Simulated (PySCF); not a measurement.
## From computed data to an observable: oscillator strength and radiative lifetime

BiFH₂Te₂, SMILES [Bi]([F])([TeH])[TeH].

Coordinates come from a PBE-D3(BJ)/def2-SVP optimisation. The structure was generated by enumeration; whether it is a known compound was not checked. The def2 effective core potentials stand for the cores of Bi, Te; spin–orbit coupling is left out.

TDA-CAM-B3LYP/def2-SVPD in PySCF 2.14.0 puts the first singlet state with f over 0.02 at 4.70 eV (vertical), with the transition dipole (0.288, 0.215, -0.229) in atomic units.

**Question.** Find the oscillator strength, the wavelength and the radiative lifetime that this transition would have in vacuum if emission retraced absorption.

**Answer.** 
|μ|² = 0.1816 au, so |μ| = 1.08 D. ΔE = 4.70/27.211 = 0.1727 hartree. f = (2/3) ΔE |μ|² = 0.021 (the program prints 0.021).
λ = 1239.84/4.70 = 264 nm; ν = 37908 cm⁻¹.
Einstein's coefficient A = 0.6670 ν² f s⁻¹ (ν in cm⁻¹) = 2.0e7 s⁻¹, so τ = 1/A = 50 ns. This state is S8; the lower singlets have f = 0.002, 0.002, 0.005, 0.009, 0.001, 0.010, 0.002. The figure is the radiative limit of this one transition; relaxation, internal conversion, crossing to triplets and a medium change what is measured.
